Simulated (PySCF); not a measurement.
Calculated properties of `CCO[Si]1(Cl)CC=CC1`

C6H11ClOSi.
Numbering: `[CH3:1][CH2:2][O:3][Si:4]1([Cl:5])[CH2:6][CH:7]=[CH:8][CH2:9]1` (hydrogens: H10, H11, H12 on C1; H13, H14 on C2; H15, H16 on C6; H17 on C7; H18 on C8; H19, H20 on C9)

Some functional groups and rings: C=C double bond and C–Si bond.

**PBE0-D3(BJ)/def2-SVP geometry optimisation, gas phase (PySCF)**

- Point group: C1
- Rotational constants A, B, C: 1.560, 0.827, 0.667 GHz

From CAM-B3LYP/def2-SVPD ground state, ΔSCF and vertical TDDFT (core frozen in the response) (PySCF):

- Dipole moment: 1.62 D
- HOMO energy: -8.61 eV
- LUMO energy: 1.13 eV
- HOMO–LUMO gap: 9.74 eV
- Lowest singlet excitation: 6.90 eV (180 nm, f = 0.007)
- Strongest line among the 10 lowest singlet transitions: S2 at 7.15 eV (173 nm, f = 0.196)
- Lowest triplet excitation (Tamm–Dancoff): 4.29 eV
- Static isotropic polarisability: 108.7 au
- Vertical ionisation energy: 9.36 eV
- Electronic spatial extent ⟨r²⟩ about the centre of nuclear charge: 1878 bohr²

PBE/pcSseg-1 ground state and GIAO shieldings, non-relativistic (PySCF):

- 13C chemical shifts (computed TMS as zero) by class: 137.7 (C7/C8), 62.7 (C2), 22.6 (C6/C9), 19.8 (C1) ppm
- 1H chemical shifts (computed TMS as zero) by class: 6.04 (H17/H18), 3.95 (H13/H14), 1.71 (H16/H19), 1.53 (H15/H20), 1.29 (H10/H11/H12) ppm
- Isotropic shieldings of nuclei other than C and H, by class: 236 (O3), 295 (Si4), 879 (Cl5) ppm

Monoisotopic mass (most abundant isotopes): 162.0268 u.

No computed singlet falls in the visible range (750 to 380 nm, 1.65 to 3.26 eV); S1 lies 3.64 eV above its blue end. In atomic units the dipole is 0.64 e·bohr (1 au = 2.5417 D). The ΔSCF ionisation energy exceeds −ε(HOMO) by 0.75 eV with CAM-B3LYP. The polarisability is 16.11 Å³ as a volume (1 au = 0.148185 Å³), or 1.26 au for each of the 86 electrons. The rotational constants make it an asymmetric top with κ = (2B − A − C)/(A − C) = -0.64, nearer the prolate limit (−1).

 NMR classes are plain means over equivalent atoms (diastereotopic ones count apart unless rotation or inversion swaps them), as if these changed places fast; in this geometry the members of some classes differ.

For the NMR shielding job (PBE/pcSseg-1), hardware: an AMD EPYC 9B45 with one thread, shared host with 96 logical CPUs at a one-minute load of 21. Cost: 38 s, 0.95 GiB resident at most.

One conformer stands for the species.
